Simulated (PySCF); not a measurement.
**Peak assignment**

Atom-mapped SMILES (the numbers label the heavy atoms): `[CH3:1][C:2]#[C:3][SiH2:4][Si@H:5]([Cl:6])[N:7]([SiH3:8])[SiH3:9]`. Each H is labelled by its parent atom. Ha(Si4) is pro-R; Hb(Si4) is pro-S.

Computational details: geometry from GFN2-xTB, NMR shieldings at PBE0/pcSseg-1/GIAO, in PySCF 2.14 (relativity neglected, one averaged value for each set of equivalent atoms, single conformer, no solvent).

Shifts are taken against calculated references (same method and geometry level): ¹³C (σ = 186.93 ppm) and ¹H (σ = 31.72 ppm) vs TMS.

Question: Assign these signals to the numbered atoms. ¹³C{¹H} NMR (computed): δ 117.9, 76.3, 6.3.

Answer: 
117.9 → C2, alkyne carbon
76.3 → C3, alkyne carbon: the triple bond shields along its axis, which puts it between sp3 and sp2 carbons
6.3 → C1, propargylic methyl carbon: a saturated carbon with 1 carbon neighbour and no heteroatom attached

Question: Assign these signals to the numbered atoms. ¹H NMR (600 MHz, computed): δ 5.80 (m, 1H), 4.72 (s, 6H), 4.51 (m, 1H), 4.44 (m, 1H), 2.09 (s, 3H).

Answer: 
5.80 → H(Si5), hydrogen on a silicon bonded to Cl, N, Si
4.72 → H(Si8)/H(Si9), hydrogen on a silicon bonded to N
4.51 → Ha(Si4), hydrogen on a silicon bonded to C, Si
4.44 → Hb(Si4), hydrogen on a silicon bonded to C, Si
2.09 → H(C1), hydrogen on a propargylic methyl carbon

Ha(Si4) and Hb(Si4) lie closer than the usual error of such a calculation, so a measured spectrum could show them in the other order.

Shifts are as computed. Against solution values, carbons near 30 ppm lie about +3 ppm off and those near 130 ppm about +5 ppm. Of 1309 compounds with measured shifts, 239 miss one by over three times the rms of a fit or turn the order of signals round; such compounds aren't used in these exercises. No couplings were computed; multiplicities are counted from neighbouring protons, with m where these are inequivalent, close in shift, in a saturated or five-membered ring or joined by F or P, and br s for small geminal =CH2 splittings.
